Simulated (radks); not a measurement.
The numbers below are computed, except where a source is named.
Species: Ba III. Configuration: [Kr] 4d10 5s2 5p5 6f1 (not the ground configuration). Level of theory: scalar-relativistic Kohn-Sham, LDA (Slater exchange, Perdew-Wang correlation), spin-polarised, spherical densities, point nucleus; open shells are filled with parallel spins first (spin-orbit coupling, left out, can overturn this in heavy ions) (a radial shooting solver on a logarithmic mesh with Libxc functionals).

Normalised radial functions P(r) = r R(r), r in bohr:

| r | 6f down |
|---|---|
| 0.001059 | 0.0000 |
| 0.001471 | 0.0000 |
| 0.002058 | 0.0000 |
| 0.00288 | 0.0000 |
| 0.003998 | 0.0000 |
| 0.005594 | 0.0000 |
| 0.007828 | 0.0000 |
| 0.01087 | 0.0000 |
| 0.01521 | 0.0000 |
| 0.02128 | 0.0000 |
| 0.02954 | 0.0001 |
| 0.04133 | 0.0003 |
| 0.05784 | 0.0011 |
| 0.08029 | 0.0030 |
| 0.1124 | 0.0080 |
| 0.1572 | 0.0194 |
| 0.2183 | 0.0405 |
| 0.3054 | 0.0747 |
| 0.4274 | 0.1157 |
| 0.5933 | 0.1458 |
| 0.8302 | 0.1457 |
| 1.152 | 0.1036 |
| 1.613 | 0.0148 |
| 2.257 | -0.1125 |
| 3.133 | -0.2320 |
| 4.384 | -0.2458 |
| 6.134 | -0.0459 |
| 8.516 | 0.2671 |
| 11.92 | 0.3577 |
| 16.68 | 0.1378 |
| 23.15 | 0.0148 |
| 32.39 | 0.0003 |

6f down (empty): eigenvalue -4.069 eV, 2 radial nodes at r = 1.69, 6.45 bohr, <r> = 10.3 bohr, 90 % of the charge inside 14.6 bohr.
